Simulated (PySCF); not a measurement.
## Electron correlation in F (fluorine, neutral)

[He] 2s2 2p5, 2P determinant. Computed with PySCF 2.14 in cc-pVDZ-DK, with scalar relativity by spin-free X2C-1e. Frozen: 1s2; 7 electrons correlated.

MP2 pair energies summed by pair of shells (mhartree):

```csv
pair,energy,share (%)
2p-2p,-90.36,64.2
2s-2p,-42.75,30.4
2s-2s,-7.61,5.4
```

Total MP2 correlation energy: -140.72 mhartree.

Same-spin part -35.77 and opposite-spin part -104.95 mhartree; SCS-MP2 scales them by 1/3 and 6/5 to -137.86 mhartree.

```csv
level,correlation energy (mhartree)
CCSD,-151.57
(T),-0.89
CCSD(T),-152.46
```

Diagnostics: T1 = 0.0027, D1 = 0.0051, largest double amplitude 0.048.

Is a single reference adequate?

Yes: T1 lies below 0.03 and no double amplitude reaches 0.07.
